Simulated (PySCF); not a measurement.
C4H12F2GaNO.
Bonds: C1–N2, N2–C3, N2–C4, N2–Ga5, Ga5–O6, O6–C7, C7–F8, C7–F9. Hydrogens: H10, H11, H12 on C1; H13, H14, H15 on C3; H16, H17, H18 on C4; H19, H20 on Ga5; H21 on C7.

Computed with PySCF, PBE0-D3(BJ)/def2-SVP geometry optimisation, gas phase.

What internal coordinates does the optimisation give?

```csv
bond,length (bohr)
"C1–N2, N2–C3, N2–C4",2.770
N2–Ga5,4.010
Ga5–O6,3.556
O6–C7,2.477
C7–F8,2.608
C7–F9,2.579
C1–H10 and 8 like bonds,2.079
"Ga5–H19, Ga5–H20",2.964
C7–H21,2.090
```

Bonds in one row agree within 0.02 bohr and their mean is given. A selection of angles:
```csv
angle,degrees
C1–N2–C3,110.9
C1–N2–C4,110.5
C1–N2–Ga5,108.8
C3–N2–Ga5,107.8
N2–Ga5–O6,94.1
Ga5–O6–C7,124.1
O6–C7–F8,111.8
F8–C7–F9,104.7
```

Torsions: C1–N2–Ga5–O6 69° (synclinal); N2–Ga5–O6–C7 -114° (anticlinal); Ga5–O6–C7–F8 70° (synclinal). The mirror-image conformer, all signs reversed, is as good.

Of the pairs four or more bonds apart, F8···H11 is among the closest relative to their van der Waals radii: 2.32 Å, 87 % of the sum of Bondi's values. Ga5 (gallium bonded to N, O and 2 H) has angles from 94.1° to 127.2°. N2 (nitrogen bonded to 3 C and Ga) is tetrahedral (angles from 107.8° to 110.9°). All 3 C–N bonds measure 1.464 to 1.467 Å.

Point group: C1 (no symmetry element, even within 0.4 Å). Not checked by PBE0-D3(BJ)/def2-SVP frequencies. One conformer, not necessarily the lowest.

Hardware: one thread, Arm Neoverse V2 (aarch64), shared host. Cost: 5.5 min wall, 0.99 GiB resident at most. This is the geometry optimisation.
